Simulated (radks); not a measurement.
Values are calculated unless marked as measured or tabulated.
Species: the bismuth ion Bi26+. Configuration: [Kr] 4d10 4f11.

Level of theory: scalar-relativistic Kohn-Sham, SCAN, spin-polarised, spherical densities, finite nucleus; open shells are filled with parallel spins first (spin-orbit coupling, left out, can overturn this in heavy ions); meta-GGA in the generalised Kohn-Sham scheme; Fermi nuclear charge, rms radius 5.5211 fm (a radial shooting solver on a logarithmic mesh with Libxc functionals).

Energy parts (eV):
total: -577593.31
kinetic: 655627.37
electron-nucleus: -1399576.28
Hartree: 176339.33
exchange-correlation: -9983.73

Orbitals (lengths in bohr, moments of r in powers of bohr; r(max) is where P^2 peaks; r(90%) holds 90 % of the orbital's charge):
[
 {"orbital": "1s down", "occ.": "1", "eigenvalue (eV)": "-91494.53", "<r^2>": "0.0003463", "r(max)": "0.009660", "r(90%)": "0.0290"},
 {"orbital": "1s up", "occ.": "1", "eigenvalue (eV)": "-91494.52", "<r^2>": "0.0003463", "r(max)": "0.009660", "r(90%)": "0.0290"},
 {"orbital": "2s up", "occ.": "1", "eigenvalue (eV)": "-17094.52", "<r^2>": "0.005239", "r(max)": "0.05615", "r(90%)": "0.103"},
 {"orbital": "2s down", "occ.": "1", "eigenvalue (eV)": "-17094.30", "<r^2>": "0.005239", "r(max)": "0.05615", "r(90%)": "0.103"},
 {"orbital": "2p up", "occ.": "3", "eigenvalue (eV)": "-14733.97", "<r^2>": "0.004483", "r(max)": "0.04690", "r(90%)": "0.0988"},
 {"orbital": "2p down", "occ.": "3", "eigenvalue (eV)": "-14733.79", "<r^2>": "0.004482", "r(max)": "0.04690", "r(90%)": "0.0988"},
 {"orbital": "3s up", "occ.": "1", "eigenvalue (eV)": "-4707.854", "<r^2>": "0.03355", "r(max)": "0.1582", "r(90%)": "0.251"},
 {"orbital": "3s down", "occ.": "1", "eigenvalue (eV)": "-4704.618", "<r^2>": "0.03352", "r(max)": "0.1581", "r(90%)": "0.251"},
 {"orbital": "3p up", "occ.": "3", "eigenvalue (eV)": "-4029.382", "<r^2>": "0.03486", "r(max)": "0.1586", "r(90%)": "0.259"},
 {"orbital": "3p down", "occ.": "3", "eigenvalue (eV)": "-4025.837", "<r^2>": "0.03482", "r(max)": "0.1585", "r(90%)": "0.259"},
 {"orbital": "3d up", "occ.": "5", "eigenvalue (eV)": "-3347.017", "<r^2>": "0.02891", "r(max)": "0.1294", "r(90%)": "0.243"},
 {"orbital": "3d down", "occ.": "5", "eigenvalue (eV)": "-3344.027", "<r^2>": "0.02886", "r(max)": "0.1294", "r(90%)": "0.243"},
 {"orbital": "4s up", "occ.": "1", "eigenvalue (eV)": "-1634.888", "<r^2>": "0.1548", "r(max)": "0.3532", "r(90%)": "0.529"},
 {"orbital": "4s down", "occ.": "1", "eigenvalue (eV)": "-1628.724", "<r^2>": "0.1550", "r(max)": "0.3533", "r(90%)": "0.529"},
 {"orbital": "4p up", "occ.": "3", "eigenvalue (eV)": "-1406.501", "<r^2>": "0.1744", "r(max)": "0.3715", "r(90%)": "0.565"},
 {"orbital": "4p down", "occ.": "3", "eigenvalue (eV)": "-1400.606", "<r^2>": "0.1747", "r(max)": "0.3716", "r(90%)": "0.565"},
 {"orbital": "4d up", "occ.": "5", "eigenvalue (eV)": "-1145.771", "<r^2>": "0.1878", "r(max)": "0.3743", "r(90%)": "0.596"},
 {"orbital": "4d down", "occ.": "5", "eigenvalue (eV)": "-1139.837", "<r^2>": "0.1885", "r(max)": "0.3745", "r(90%)": "0.597"},
 {"orbital": "4f up", "occ.": "7", "eigenvalue (eV)": "-862.9267", "<r^2>": "0.1845", "r(max)": "0.3279", "r(90%)": "0.612"},
 {"orbital": "4f down", "occ.": "4", "eigenvalue (eV)": "-856.3361", "<r^2>": "0.1857", "r(max)": "0.3283", "r(90%)": "0.615"}
]

The highest occupied level is 4f down at -856.34 eV. Summed over all electrons, <r^2> = 5.876 bohr^2, which gives a Langevin (diamagnetic) susceptibility term of -4.65 x 10^-6 cm^3/mol.

Empty levels of this run are not shown, since the potential may be unsettled where no density lies.
